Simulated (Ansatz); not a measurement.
(ClInS)4 cubane (In4S4Cl4). The state is a singlet with charge 0. Geometry r2SCAN-D4/def2-SVP.

```xyz
12

In    0.427    1.061   -1.751
Cl    0.899    2.247   -3.703
S     0.707   -1.484   -1.656
In   -1.513   -1.392   -0.380
Cl   -3.198   -2.949   -0.806
S    -1.919    1.114   -0.721
In   -0.633    1.330    1.484
Cl   -1.337    2.815    3.139
S     1.689    1.553    0.424
In    1.720   -0.999    0.647
Cl    3.637   -2.114    1.370
S    -0.477   -1.184    1.954
```

In the def2 sets In takes a core potential; there is no spin–orbit coupling. Single mean-field runs in def2-TZVP are fitted with def2-universal-jkfit.

Question: Estimate the orbital energies around the gap (eV) in Ansatz with revPBE-D4/def2-TZVP, BLYP-D4/def2-TZVP, r2SCAN-D4/def2-TZVP, PBE0-D4/def2-SVP, PBE0-D4/def2-TZVP.

Answer: 
```json
{"orbital": "HOMO−5", "revPBE-D4/def2-TZVP": "-7.66", "BLYP-D4/def2-TZVP": "-7.51", "r2SCAN-D4/def2-TZVP": "-8.07", "PBE0-D4/def2-SVP": "-8.98", "PBE0-D4/def2-TZVP": "-8.95"}
{"orbital": "HOMO−4", "revPBE-D4/def2-TZVP": "-7.65", "BLYP-D4/def2-TZVP": "-7.51", "r2SCAN-D4/def2-TZVP": "-8.07", "PBE0-D4/def2-SVP": "-8.97", "PBE0-D4/def2-TZVP": "-8.95"}
{"orbital": "HOMO−3", "revPBE-D4/def2-TZVP": "-7.65", "BLYP-D4/def2-TZVP": "-7.51", "r2SCAN-D4/def2-TZVP": "-8.07", "PBE0-D4/def2-SVP": "-8.97", "PBE0-D4/def2-TZVP": "-8.95"}
{"orbital": "HOMO−2", "revPBE-D4/def2-TZVP": "-7.46", "BLYP-D4/def2-TZVP": "-7.33", "r2SCAN-D4/def2-TZVP": "-7.85", "PBE0-D4/def2-SVP": "-8.72", "PBE0-D4/def2-TZVP": "-8.67"}
{"orbital": "HOMO−1", "revPBE-D4/def2-TZVP": "-7.46", "BLYP-D4/def2-TZVP": "-7.33", "r2SCAN-D4/def2-TZVP": "-7.85", "PBE0-D4/def2-SVP": "-8.72", "PBE0-D4/def2-TZVP": "-8.67"}
{"orbital": "HOMO", "revPBE-D4/def2-TZVP": "-7.46", "BLYP-D4/def2-TZVP": "-7.33", "r2SCAN-D4/def2-TZVP": "-7.85", "PBE0-D4/def2-SVP": "-8.72", "PBE0-D4/def2-TZVP": "-8.67"}
{"orbital": "LUMO", "revPBE-D4/def2-TZVP": "-3.80", "BLYP-D4/def2-TZVP": "-3.86", "r2SCAN-D4/def2-TZVP": "-3.78", "PBE0-D4/def2-SVP": "-3.20", "PBE0-D4/def2-TZVP": "-3.19"}
{"orbital": "LUMO+1", "revPBE-D4/def2-TZVP": "-3.46", "BLYP-D4/def2-TZVP": "-3.47", "r2SCAN-D4/def2-TZVP": "-3.45", "PBE0-D4/def2-SVP": "-2.69", "PBE0-D4/def2-TZVP": "-2.76"}
{"orbital": "LUMO+2", "revPBE-D4/def2-TZVP": "-3.46", "BLYP-D4/def2-TZVP": "-3.47", "r2SCAN-D4/def2-TZVP": "-3.45", "PBE0-D4/def2-SVP": "-2.69", "PBE0-D4/def2-TZVP": "-2.76"}
{"orbital": "LUMO+3", "revPBE-D4/def2-TZVP": "-3.46", "BLYP-D4/def2-TZVP": "-3.47", "r2SCAN-D4/def2-TZVP": "-3.45", "PBE0-D4/def2-SVP": "-2.69", "PBE0-D4/def2-TZVP": "-2.76"}
{"orbital": "LUMO+4", "revPBE-D4/def2-TZVP": "-1.86", "BLYP-D4/def2-TZVP": "-1.88", "r2SCAN-D4/def2-TZVP": "-1.79", "PBE0-D4/def2-SVP": "-1.22", "PBE0-D4/def2-TZVP": "-1.34"}
{"orbital": "LUMO+5", "revPBE-D4/def2-TZVP": "-1.86", "BLYP-D4/def2-TZVP": "-1.88", "r2SCAN-D4/def2-TZVP": "-1.79", "PBE0-D4/def2-SVP": "-1.22", "PBE0-D4/def2-TZVP": "-1.34"}
```
